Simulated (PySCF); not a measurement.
Effect of structural changes

Computed, not measured: PySCF, TDA CAM-B3LYP/aug-cc-pVDZ excited states, vertical, gas phase. Geometry: PBE0-D3(BJ)/def2-SVP.

Each molecule in one low-energy conformer.

Scalar relativity is left out, which matters for the atoms heavier than Zn.

**Question.** How does the vertical S1–T1 gap change along this series?
- [SiH3]c1ccc(C=S)cc1 (H replaced by SiH3)
- C[Se]c1ccc(C=S)cc1 (H replaced by SeCH3)
- C#Cc1ccc(C=S)cc1 (H replaced by ethynyl)

**Answer.** 
```
           molecule  S1 (eV)      S1 from  f(S1)  T1 (eV)      T1 from  S1 − T1 (eV)  S0–T1 spin-orbit coupling (cm⁻¹)  S1–T1 spin-orbit coupling (cm⁻¹)
[SiH3]c1ccc(C=S)cc1     2.22    HOMO→LUMO  0.000     1.75    HOMO→LUMO          0.47                            155.40                              0.31
 C[Se]c1ccc(C=S)cc1     2.28  HOMO−1→LUMO  0.000     1.83  HOMO−1→LUMO          0.45                            150.62                              0.37
   C#Cc1ccc(C=S)cc1     2.20    HOMO→LUMO  0.000     1.74    HOMO→LUMO          0.46                            154.90                              0.29
```
The vertical S1–T1 gap is lowest for C[Se]c1ccc(C=S)cc1 and highest for [SiH3]c1ccc(C=S)cc1.
